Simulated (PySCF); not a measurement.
## AsF⁻ at UHF-SCS-MP2

Level: UHF-SCS-MP2. PySCF, spin-free X2C with a Gaussian nucleus, basis sets As aug-cc-pVDZ-DK, F aug-cc-pVDZ-DK.

```
state                          : ²Π (doublet), unpaired electrons π ↑
bond length                    : 1.880 Å
harmonic wavenumber            : 525 cm⁻¹
force constant                 : 2.47 mdyn/Å
rotational constant Be         : 0.3146 cm⁻¹
anharmonicity ωexe             : 2.96 cm⁻¹
vibration–rotation constant αe : 0.00252 cm⁻¹
well depth De to As + F⁻       : 1.23 eV
dissociation energy D0         : 1.20 eV
```

Correlated steps freeze 10 core orbitals. Correlated levels converge slowly with the basis: in double zeta they bind strong bonds too weakly, by up to about 1 eV, and carry superposition errors of some tenths. Spin–orbit coupling is left out. For an ion De counts to the pair picked by the measured ionisation energies or electron affinities, which need not be the lowest pair at this level. The state was picked by a PBE0 search and need not be the measured ground state.
